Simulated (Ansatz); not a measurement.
A nudged elastic band was laid between two geometries of CH3FSe (6 atoms, charge 0, multiplicity 1).

These are results of Ansatz 0.2.0, RKS PBE/def2-SVP, not measurements.

| Item | Value |
| --- | --- |
| movable images | 7 |
| climbing image | yes |
| spring | 5.0 eV/Å² |
| optimiser | quadratic models (default) |
| start path | IDPP |
| force threshold | 0.05 eV/Å |
| iteration limit | 60 |
| end points | relaxed |

First end point:

```xyz
6
Properties=species:S:1:pos:R:3
F 0.495 -0.117 -1.498
C 0.002 -0.479 -0.271
Se -0.881 0.993 0.691
H 0.825 -0.877 0.358
H -0.789 -1.251 -0.387
H 0.390 1.667 1.061
```

Last end point:

```xyz
6
Properties=species:S:1:pos:R:3
F 0.789 -0.144 -1.365
C 0.139 -0.491 -0.209
Se 0.210 0.899 1.182
H 0.626 -1.377 0.252
H -0.923 -0.720 -0.431
H -0.800 1.768 0.525
```

Q: What changes between the two ends?

A: No bond is made or broken. The dihedral F1–C2–Se3–H6 goes from -75 to 75°. The two ends are copies of one structure, up to a mirror image or an exchange of like atoms.

Q: What energy profile does the band end with?

A: The run converged. The highest image is number 4 of 0 to 8, 0.171 eV above the ends, which have the same energy within 2 meV. A vibrational analysis at the climbing image gives one clearly imaginary mode, 276i cm⁻¹: a first-order saddle point.

```
image  path coordinate (Å)  energy (eV)  dihedral F1–C2–Se3–H6 (°)
    0                 0.00        0.000                        -75
    1                 0.31        0.022                        -57
    2                 0.62        0.078                        -39
    3                 0.93        0.142                        -20
    4                 1.25        0.171                          0
    5                 1.56        0.142                         20
    6                 1.87        0.078                         39
    7                 2.19        0.021                         57
    8                 2.50        0.000                         75
```

Q: What is the geometry of the highest image?

A: 
```xyz
6
Properties=species:S:1:pos:R:3:forces:R:3
F 0.820 0.074 -1.133 -0.01 0.01 0.01
C 0.012 -0.526 -0.209 0.00 -0.01 -0.01
Se -0.614 0.786 1.177 0.01 0.02 -0.01
H 0.570 -1.330 0.314 0.00 0.00 0.00
H -0.888 -0.944 -0.709 -0.01 0.00 0.00
H 0.142 1.876 0.514 -0.01 -0.01 0.01
```

Q: What are the harmonic wavenumbers there?

A: 276i, 281, 559, 758, 866, 1099, 1197, 1273, 1443, 2374, 2979, 3053 cm⁻¹.

Time of the run: 37 s on 1 thread of Intel(R) Xeon(R) Platinum 8488C (Sapphire Rapids) (shared host), peak memory 0.17 GiB.
